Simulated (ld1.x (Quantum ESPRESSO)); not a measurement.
# Before and after: RRKJ potential for Cd

- Element: Cd
- Generator: ld1.x (Quantum ESPRESSO) 7.5
- Type: norm-conserving RRKJ (Kleinman–Bylander form)
- Functional: LDA (PZ)
- Relativity: scalar-relativistic
- Frozen core: [Kr]
- Valence charge: 12
- Reference configuration: 4d10 5s1.5 5p0 (charge +0.5)
- Partial waves: 5s (bound): rc 2.00 bohr; 5p (bound, empty): rc 2.30 bohr; 4d (bound): rc 1.40 bohr
- Local potential: all-electron potential smoothed inside 1.65 bohr (lloc = -1)
- Core correction: a·sin(br)/r model core inside 1.05 bohr
- rho0: 0.005

All-electron outer shells of the reference configuration (LDA (PZ), scalar-relativistic, ld1.x):

| shell | level (eV) | outermost node (bohr) | outermost maximum (bohr) |
| --- | --- | --- | --- |
| 4p | -71.28 | 0.43 | 0.84 |
| 4d | -16.16 | 0.42 | 0.98 |
| 5s | -9.59 | 1.06 | 2.26 |
| 5p | -4.32 | 1.19 | 2.98 |

Change: local potential all-electron potential smoothed inside 1.88 bohr (lloc = -1).

Cutoffs: the cutoffs (Ry, on a coarse ladder) from which the occupation-weighted sum of valence levels, in a spherical-Bessel basis at the reference potential, stays within 10 and 1 mRy of its value at 400 Ry; they do not see the model core or the augmentation charge, which bear on the density cutoff. Errors are all-electron minus pseudo energies relative to the spin-unpolarised reference configuration.

Q: What does the change do?

A: The potential gets neither clearly harder nor softer (70 Ry and 80 Ry → 70 Ry and 80 Ry); both files keep a bound ghost (s); of the 9 tests that both files solve, the error grows in 5 and shrinks in 0 by more than 15 % and 0.3 meV (median size 2.6 → 3.5 meV); the range in which the s phases agree widens (upper end 3.8 → 5.0). The local part now departs from the all-electron potential out to 1.88 bohr, far beyond the d radius of 1.40 bohr, and whatever the projectors do not describe feels it: the likely cause.

```tsv
quantity	base	changed
cutoff, loose	70 Ry	70 Ry
cutoff, tight	80 Ry	80 Ry
loose cutoff by channel (10 mRy a level)	s 18 Ry, d 60 Ry	s 21 Ry, d 60 Ry
bound ghosts	s	s
error for 4d10 5s2 5p0, meV [ΔE -3.88 eV]	-0.3	-1.6
error for 4d10 5s1 5p0, meV [ΔE 5.75 eV]	-2.6	-3.5
error for 4d10 5s0 5p0, meV [ΔE 23.27 eV]	-27	-27
error for 4d10 5s0 5p2, meV [ΔE 6.04 eV]	-3.5	-3.8
error for 4d9 5s2 5p0, meV [ΔE 14.27 eV]	-125	-189
error for 4d9 5s2 5p1, meV [ΔE 8.72 eV]	-147	-201
error for 4d10 5s1 5p1, meV [ΔE 0.91 eV]	-0.3	-0.2
error for 4d10 5s1.5 5p0 (spin-polarised), meV [ΔE -0.04 eV]	+0.2	+0.2
error for 4d10 5s1 5p0 (spin-polarised), meV [ΔE 5.56 eV]	-1.7	-2.0
s: phases at 2.48 bohr within 0.05 rad from the reference energy up to (Ry; the scan ends near 5)	3.8	5.0
p: phases at 2.48 bohr within 0.05 rad from the reference energy up to (Ry; the scan ends near 5)	0.2	0.4
d: phases at 2.48 bohr within 0.05 rad from the reference energy up to (Ry; the scan ends near 5)	1.7	1.4
```

 A true bound ghost makes a file unfit for plane-wave use even where its test errors are small: the radial tests pick states by their node count and pass the ghost by.
